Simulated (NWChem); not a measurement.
All runs are NWChem calculations. System: dimethyl carbonate (C3H6O3), charge 0, spin multiplicity 1, at a geometry optimised with PBE0/def2-SVP. Level: MP2/def2-SVP, 6 core orbitals frozen.

Job file:

```
start mol
memory heap 200 mb stack 900 mb global 1100 mb
geometry units angstroms nocenter noautoz
  C     -2.313698    -0.100215     0.019423
  O     -1.076777    -0.046411     0.704396
  C      0.000000     0.000000    -0.071841
  O      0.000000     0.000000    -1.274203
  O      1.076777     0.046411     0.704396
  C      2.313698     0.100215     0.019423
  H     -2.379430    -1.002151    -0.607299
  H     -3.090222    -0.122562     0.792903
  H     -2.447454     0.781408    -0.624974
  H      3.090222     0.122562     0.792903
  H      2.379430     1.002151    -0.607299
  H      2.447454    -0.781408    -0.624974
  symmetry group C2
end
basis spherical
  * library def2-svp
end
scf
  rhf
  nopen 0
  maxiter 100
  thresh 1e-7
  semidirect memsize 60000000 filesize 0
end
mp2
  freeze core 6
end
task mp2 energy
```

Output (cleaned and shortened):

```
             Northwest Computational Chemistry Package (NWChem) 7.3.0
             --------------------------------------------------------

                                NWChem Input Module
                                -------------------

 Scaling coordinates for geometry "geometry" by  1.889725989
 (inverse scale =  0.529177249)

 Turning off AUTOSYM since
 SYMMETRY directive was detected!

                             Geometry "geometry" -> ""
                             -------------------------

 Output coordinates in angstroms (scale by  1.889725989 to convert to a.u.)

  No.       Tag          Charge          X              Y              Z
 ---- ---------------- ---------- -------------- -------------- --------------
    1 C                    6.0000    -2.31369800    -0.10021500     0.01942300
    2 O                    8.0000    -1.07677700    -0.04641100     0.70439600
    3 C                    6.0000     0.00000000     0.00000000    -0.07184100
    4 O                    8.0000     0.00000000     0.00000000    -1.27420300
    5 O                    8.0000     1.07677700     0.04641100     0.70439600
    6 C                    6.0000     2.31369800     0.10021500     0.01942300
    7 H                    1.0000    -2.37943000    -1.00215100    -0.60729900
    8 H                    1.0000    -3.09022200    -0.12256200     0.79290300
    9 H                    1.0000    -2.44745400     0.78140800    -0.62497400
   10 H                    1.0000     3.09022200     0.12256200     0.79290300
   11 H                    1.0000     2.37943000     1.00215100    -0.60729900
   12 H                    1.0000     2.44745400    -0.78140800    -0.62497400

 Effective nuclear repulsion energy (a.u.)     253.4101454716

            Nuclear Dipole moment (a.u.)
            ----------------------------
        X                 Y               Z
 ---------------- ---------------- ----------------
     0.0000000000    -0.0000000000     0.0000037795

      Symmetry information
      --------------------

 Group name             C2
 Group number              4
 Group order               2
 No. of unique centers     7

      Symmetry unique atoms

     1    2    3    4    7    8    9


 Summary of "ao basis" -> "" (spherical)
 ------------------------------------------------------------------------------
       Tag                 Description            Shells   Functions and Types
 ---------------- ------------------------------  ------  ---------------------
 *                          def2-svp                  on all atoms

 Summary of "ao basis" -> "ao basis" (spherical)
 ------------------------------------------------------------------------------
       Tag                 Description            Shells   Functions and Types
 ---------------- ------------------------------  ------  ---------------------
 C                          def2-svp                 6       14   3s2p1d
 O                          def2-svp                 6       14   3s2p1d
 H                          def2-svp                 3        5   2s1p

                                 NWChem SCF Module
                                 -----------------

  ao basis        = "ao basis"
  functions       =   114
  atoms           =    12
  closed shells   =    24
  open shells     =     0
  charge          =   0.00
  wavefunction    = RHF
  use symmetry    = T
  symmetry adapt  = T

 Summary of "ao basis" -> "ao basis" (spherical)
 ------------------------------------------------------------------------------
[...]
   Bfn.  Coefficient  Atom+Function         Bfn.  Coefficient  Atom+Function
  ----- ------------  ---------------      ----- ------------  ---------------
     3      2.112988   1 C  s                73     -2.112988   6 C  s
    91     -0.981229   8 H  s               101      0.981229  10 H  s
    86     -0.967055   7 H  s               106      0.967055  11 H  s
    96     -0.940411   9 H  s               111      0.940411  12 H  s
     7     -0.264691   1 C  px               77     -0.264691   6 C  px

 Vector   27  Occ=0.000000D+00  E= 2.115887D-01  Symmetry=b
              MO Center=  1.8D-16, -2.3D-16, -3.5D-01, r^2= 3.5D+00
   Bfn.  Coefficient  Atom+Function         Bfn.  Coefficient  Atom+Function
  ----- ------------  ---------------      ----- ------------  ---------------
    36      0.647035   3 C  py               96      0.549409   9 H  s
   111     -0.549409  12 H  s                86     -0.518219   7 H  s
   106      0.518219  11 H  s                33      0.469681   3 C  py
    50     -0.442227   4 O  py                8     -0.435196   1 C  py
    78     -0.435196   6 C  py               47     -0.317384   4 O  py

 center of mass
 --------------
 x =   0.00000000 y =   0.00000000 z =   0.01828575

 moments of inertia (a.u.)
 ------------------
         172.473541315583         -31.705558047066          -0.000000000000
         -31.705558047066         903.492535764554           0.000000000000
          -0.000000000000           0.000000000000         756.697089403143

  Mulliken analysis of the total density
  --------------------------------------

    Atom       Charge   Shell Charges
 -----------   ------   -------------------------------------------------------
    1 C    6     5.78   1.99  0.86  0.18  1.97  0.73  0.06
    2 O    8     8.49   1.99  1.06  0.73  2.88  1.82  0.02
    3 C    6     5.31   1.99  0.89  0.02  1.84  0.36  0.20
    4 O    8     8.44   1.99  1.07  0.73  2.82  1.82  0.02
    5 O    8     8.49   1.99  1.06  0.73  2.88  1.82  0.02
    6 C    6     5.78   1.99  0.86  0.18  1.97  0.73  0.06
    7 H    1     0.95   0.76  0.17  0.02
    8 H    1     0.95   0.76  0.16  0.02
    9 H    1     0.95   0.76  0.17  0.02
   10 H    1     0.95   0.76  0.16  0.02
   11 H    1     0.95   0.76  0.17  0.02
   12 H    1     0.95   0.76  0.17  0.02

       Multipole analysis of the density wrt the origin
       ------------------------------------------------

     L   x y z        total         open         nuclear
     -   - - -        -----         ----         -------
     0   0 0 0     -0.000000      0.000000     48.000000

     1   1 0 0      0.000000      0.000000      0.000000
     1   0 1 0     -0.000000      0.000000     -0.000000
     1   0 0 1      0.110506      0.000000      0.000004

     2   2 0 0    -17.844005      0.000000    447.068473
     2   1 1 0      0.321157      0.000000     18.868287
     2   1 0 1     -0.000000      0.000000      0.000000
     2   0 2 0    -25.343179      0.000000     12.194589
     2   0 1 1      0.000000      0.000000      0.000000
     2   0 0 2    -31.241357      0.000000     84.774278

                   NWChem MP2 Semi-direct Energy/Gradient Module
                   ---------------------------------------------

  Basis functions       =    114
  Molecular orbitals    =    114
  Frozen core           =      6
  Frozen virtuals       =      0
  Active alpha occupied =     18
  Active beta occupied  =     18
  Active alpha virtual  =     90
  Active beta virtual   =     90
  Use MO symmetry       = T
  Use skeleton AO sym   = T

  AO/Fock/Back tols     =   1.0D-09  1.0D-09  1.0D-09

 GA uses MA = F    GA memory limited = T

 Available:
  local mem=  1.26D+08
 global mem=  1.44D+08
 local disk=  0.00D+00
  mp2_memr nvloc                    90
  nvloc new                    90
   1 passes of  18:        3145728                      67821                  33345694.
   1 passes of  18: M    126140388           G      144153208           F     122994660.

 Semi-direct pass number   1 of   1  for RHF alpha+beta  at        3.8s
  vrange nnbf                  6050
  mp2_eaftype                   127  avail_ma_in_mb                  1099
 EAF : mp2_eaftype filesize         127   16672847.
  mp2_eaf for mointskh                    127
Node 0 wrote     78.4 Mb in      0.1 s     Agg I/O rate:  1472.8 Mb/s
 Done moints_semi at        8.0s
  mp2_eaftype                   127  avail_ma_in_mb                   972
 EAF : mp2_eaftype filesize         127   16672847.
  mp2_eaf for kh                   127
 Done maket at        8.7s
 Done multipass loop at        8.7s

          -------------------------------------------
          SCF energy                -341.439068064998
          Correlation energy          -0.949675343282
          Singlet pairs               -0.585255195254
          Triplet pairs               -0.364420148029
          Total MP2 energy          -342.388743408281
          -------------------------------------------

          ---------------------------------------------------
                    Spin Component Scaled (SCS) MP2
          Same spin pairs                     -0.242946765352
          Same spin scaling factor             0.333333333333
          Opposite spin pairs                 -0.706728577930
          Opposite spin scaling fact.          1.200000000000
          SCS-MP2 correlation energy          -0.929056548633
          Total SCS-MP2 energy              -342.368124613632
          ---------------------------------------------------

 -----------------------
 Performance information
 -----------------------

 Timer overhead =  2.04D-07 seconds/call

               Nr. of calls         CPU time (s)                 Wall time (s)                GFlops
             ---------------    -------------------     ------------------------------   -------------------
Name         Min   Avg   Max    Min     Avg     Max     Min     Avg     Max   Mx/calls   Min     Max     Sum
mp2: moin     1     1     1    4.2     4.2     4.2      4.2     4.2     4.2     4.2      0.0     0.0     0.0
mp2: make     1     1     1   0.68    0.68    0.68     0.68    0.68    0.68    0.68      0.0     0.0     0.0
mp2: tota     1     1     1    4.9     4.9     4.9      4.9     4.9     4.9     4.9      0.0     0.0     0.0

 The average no. of pstat calls per process was 3.00D+00
 with a timing overhead of 6.11D-07s

 Task  times  cpu:        8.7s     wall:        8.7s

 Total times  cpu:        8.7s     wall:        8.7s
```
